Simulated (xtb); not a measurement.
Cl₂Ni (SMILES [Cl][Ni][Cl]), triplet, at a GFN2-xTB geometry (such geometries of metal compounds can be far from the true shape); xtb with GFN2-xTB.

Here is a job for xtb.
```
$ xtb mol.xyz --gfn 2 --uhf 2 --json

# file mol.xyz
3

Ni     0.00000000     0.00000000     0.00000000
Cl     0.00000000     0.00000000     1.93482584
Cl    -0.00000000    -0.00000000    -1.93482584
```

### Question
What does xtb print? Leave out banner, timings and long lists.

### Answer

```
   ID    Z sym.   atoms
    1   28 Ni     1
    2   17 Cl     2, 3

           -------------------------------------------------
          |                Calculation Setup                |
           -------------------------------------------------

           -------------------------------------------------
          |                 G F N 2 - x T B                 |
           -------------------------------------------------

          ...................................................
          :                      SETUP                      :
          :.................................................:
          :  # basis functions                  30          :
          :  # atomic orbitals                  27          :
          :  # shells                            9          :
          :  # electrons                        24          :
          :  max. iterations                   250          :
          :  Hamiltonian                  GFN2-xTB          :
          :  restarted?                      false          :
          :  GBSA solvation                  false          :
          :  PC potential                    false          :
          :  electronic temp.          300.0000000     K    :
          :  accuracy                    1.0000000          :
          :  -> integral cutoff          0.2500000E+02      :
          :  -> integral neglect         0.1000000E-07      :
          :  -> SCF convergence          0.1000000E-05 Eh   :
          :  -> wf. convergence          0.1000000E-03 e    :
          :  Broyden damping             0.4000000          :
          :  net charge                          0          :
          :  unpaired electrons                  2          :
          ...................................................

 iter      E             dE          RMSdq      gap      omega  full diag
   1    -13.8249958 -0.138250E+02  0.191E+01   10.97       0.0  T
   2    -13.8884335 -0.634377E-01  0.869E+00   10.72       1.0  T
   3    -13.8892353 -0.801781E-03  0.728E+00   11.12       1.0  T
   4    -13.8974820 -0.824675E-02  0.198E+00   10.97       1.0  T
   5    -13.9004309 -0.294890E-02  0.654E-01   11.05       1.0  T
   6    -13.9004075  0.234020E-04  0.557E-01   11.08       1.0  T
   7    -13.9005375 -0.130011E-03  0.351E-01   11.05       1.0  T
   8    -13.9006102 -0.727139E-04  0.173E-01   11.05       1.0  T
   9    -13.9006337 -0.234417E-04  0.708E-03   11.06       8.2  T
  10    -13.9006337 -0.134583E-07  0.394E-03   11.06      14.6  T
  11    -13.9006337  0.211351E-10  0.834E-04   11.06      69.2  T
  12    -13.9006337 -0.178140E-09  0.221E-04   11.06     261.4  T

   *** convergence criteria satisfied after 12 iterations ***

 transition dipole moment (au) for excitation:          12          13
     X       Y       Z
  -0.0000  -0.0000  -0.0000  total (au/Debye):    0.000   0.000
 dE (eV)             :    0.000
 oscillator strength :  0.95174E-47

         :::::::::::::::::::::::::::::::::::::::::::::::::::::
         ::                     SUMMARY                     ::
         :::::::::::::::::::::::::::::::::::::::::::::::::::::
         :: total energy             -13.889624100619 Eh    ::
         :: gradient norm              0.000000361314 Eh/a0 ::
         :: HOMO-LUMO gap             11.061948591641 eV    ::
         ::.................................................::
         :: SCC energy               -13.900633757573 Eh    ::
         :: -> isotropic ES           -0.001281596118 Eh    ::
         :: -> anisotropic ES          0.000297277662 Eh    ::
         :: -> anisotropic XC         -0.006332729756 Eh    ::
         :: -> dispersion             -0.002016161075 Eh    ::
         :: repulsion energy           0.011009656954 Eh    ::
         :: add. restraining           0.000000000000 Eh    ::
         :: total charge              -0.000000000000 e     ::
         :::::::::::::::::::::::::::::::::::::::::::::::::::::

[...]

         #    Occupation            Energy/Eh            Energy/eV
      -------------------------------------------------------------
         1        2.0000           -1.0838828             -29.4940
         2        2.0000           -1.0705645             -29.1315
         3        2.0000           -0.4902175             -13.3395
         4        2.0000           -0.4661737             -12.6852
         5        2.0000           -0.4661737             -12.6852
         6        2.0000           -0.4638875             -12.6230
         7        2.0000           -0.4638875             -12.6230
         8        2.0000           -0.4490905             -12.2204
         9        2.0000           -0.4347170             -11.8293
        10        2.0000           -0.4347170             -11.8293
        11        1.9137           -0.4163038             -11.3282
        12        1.0432           -0.4111187             -11.1871
        13        1.0432           -0.4111187             -11.1871 (HOMO)
        14                         -0.0045996              -0.1252 (LUMO)
        15                         -0.0045996              -0.1252
        16                          0.0085304               0.2321
        17                          0.0085304               0.2321
        18                          0.0091630               0.2493
        19                          0.0091630               0.2493
        20                          0.0103652               0.2821
        21                          0.0164463               0.4475
        22                          0.0284426               0.7740
        23                          0.0284426               0.7740
        24                          0.0794369               2.1616
       ...                                ...                  ...
        27                          1.7898183              48.7034
      -------------------------------------------------------------
                  HL-Gap            0.4065191 Eh           11.0619 eV
             Fermi-level           -0.3109608 Eh           -8.4617 eV

     #   Z          covCN         q      C6AA      α(0)
     1  28 Ni       1.613     0.032   182.592    27.881
     2  17 Cl       0.806    -0.016    99.577    15.265
     3  17 Cl       0.806    -0.016    99.577    15.265

 Mol. C6AA /au·bohr⁶  :       1105.106818
 Mol. C8AA /au·bohr⁸  :      62914.079483
 Mol. α(0) /au        :         58.411855

Wiberg/Mayer (AO) data.
largest (>0.10) Wiberg bond orders for each atom

 ---------------------------------------------------------------------------
     #   Z sym  total        # sym  WBO       # sym  WBO       # sym  WBO
 ---------------------------------------------------------------------------
     1  28 Ni   2.848 --     3 Cl   1.424     2 Cl   1.424
     2  17 Cl   1.579 --     1 Ni   1.424     3 Cl   0.155
     3  17 Cl   1.579 --     1 Ni   1.424     2 Cl   0.155
 ---------------------------------------------------------------------------

Topologies differ in total number of bonds
Writing topology from bond orders to xtbtopo.mol

molecular dipole:
                 x           y           z       tot (Debye)
 q only:        0.000       0.000      -0.000
   full:       -0.000       0.000      -0.000       0.000
molecular quadrupole (traceless):
                xx          xy          yy          xz          yz          zz
 q only:        0.214       0.000       0.214       0.000       0.000      -0.428
  q+dip:        1.410       0.000       1.410       0.000      -0.000      -2.820
   full:        2.871      -0.000       2.871       0.000      -0.000      -5.743

           -------------------------------------------------
          | TOTAL ENERGY              -13.889624100619 Eh   |
          | GRADIENT NORM               0.000000361314 Eh/α |
          | HOMO-LUMO GAP              11.061948591641 eV   |
           -------------------------------------------------

normal termination of xtb
```
